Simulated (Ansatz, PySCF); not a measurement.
Dissociation curve of SMILES [BH3-][NH3+] (H6BN). The B1–N5 bond (B1 also carries H, H, H; N5 carries H, H, H) is pulled apart rigidly from the PBE0/def2-TZVP optimised geometry. Each curve is given relative to its own lowest point near equilibrium.

| R / Å | A | B | C | D |
|---|---|---|---|---|
| 1.32 | 36.4 | 44.7 | 36.0 | 32.8 |
| 1.39 | 19.9 | 25.5 | 19.5 | 17.5 |
| 1.48 | 7.5 | 10.5 | 7.2 | 6.1 |
| 1.54 | 3.1 | 4.8 | 2.8 | 2.3 |
| 1.59 | 1.1 | 1.9 | 0.9 | 0.6 |
| 1.64 | 0.2 | 0.4 | 0.1 | 0.0 |
| 1.67 | 0.0 | 0.0 | 0.0 | 0.0 |
| 1.75 | 0.7 | 0.4 | 1.0 | 1.2 |
| 1.79 | 1.5 | 1.2 | 1.9 | 2.3 |
| 1.91 | 4.7 | 5.1 | 5.8 | 6.4 |
| 2.03 | 8.6 | 10.3 | 10.5 | 11.2 |
| 2.20 | 14.0 | 18.2 | 17.1 | 18.1 |
| 2.48 | 21.4 | 29.9 | 26.2 | 28.0 |
| 2.74 | 26.3 | 38.3 | 32.5 | 35.1 |
| 2.97 | 29.4 | 43.9 | 36.4 | 39.7 |
| 3.31 | 32.6 | 49.6 | 40.4 | 44.6 |
| 3.65 | 34.7 | 53.5 | 42.9 | 47.8 |
| 4.04 | 36.3 | 56.2 | 44.8 | 50.2 |
| 4.47 | 37.4 | 57.6 | 46.0 | 51.8 |
| 4.88 | 38.0 | 58.3 | 46.6 | 52.7 |
| 5.68 | 38.5 | 58.8 | 47.1 | 53.3 |

Energies in kcal/mol.

### Question
Match the curves with the methods restricted PBE/cc-pVDZ run with Ansatz (a program for electronic structure); CCSD on UHF/cc-pVDZ, 2 core orbitals frozen (PySCF); UHF/cc-pVDZ (PySCF 2.14.0); PySCF 2.14.0 with unrestricted MP2 (frozen core)/3-21G.

### Answer
A is UHF; B is UMP2/3-21G; C is UCCSD; D is RKS-PBE.
